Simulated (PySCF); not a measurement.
**Shapes and spin states of MoSI2**

Computed with B3LYP in PySCF with Mo def2-SVP with ECP28, S def2-SVP, I def2-SVP with ECP28; scalar-relativistic core potentials, no spin–orbit coupling; density-fitted integrals.

Relaxations began from a few typed shapes and spin states; open shells are unrestricted. The search is not exhaustive: other isomers or separated fragments can lie lower, and high-lying points may rest on an excited occupation.

Task: Which is the lowest minimum found?
A. singlet (closed shell, unstable to spin polarisation) C2v: Mo–I 2.593 Å (×2), Mo–S 2.078 Å; I–Mo–I 129.3°, I–Mo–S 115.4° (×2)
B. triplet C2v: Mo–I 2.632 Å (×2), Mo–S 2.094 Å; I–Mo–I 123.5°, I–Mo–S 118.2° (×2)
C. singlet (closed shell, unstable to spin polarisation) C2v: Mo–I 2.593 Å (×2), Mo–S 2.078 Å; I–Mo–I 129.4°, I–Mo–S 115.3° (×2)
D. singlet (closed shell, unstable to spin polarisation) Cs: Mo–I 2.593 Å (×2), Mo–S 2.078 Å; I–Mo–I 129.3°, I–Mo–S 115.4° (×2)
E. triplet C2v: Mo–I 2.631 Å (×2), Mo–S 2.094 Å; I–Mo–I 123.5°, I–Mo–S 118.2° (×2)

Result: E. The others lie at 0.2 (triplet C2v), 57.9 (singlet C2v), 58.2 (singlet Cs), 58.2 (singlet C2v) kJ/mol above it.

Formally Mo is in oxidation state +4, d2, with 2 unpaired electrons (the high-spin count). The Mulliken spin on Mo is 2.26. The polar-tensor charge on Mo, 1.25, is far below the formal one.

For the lowest minimum: with open d or f shells other occupations or spin states may lie lower. With an element this heavy the missing spin–orbit coupling can shift these numbers.
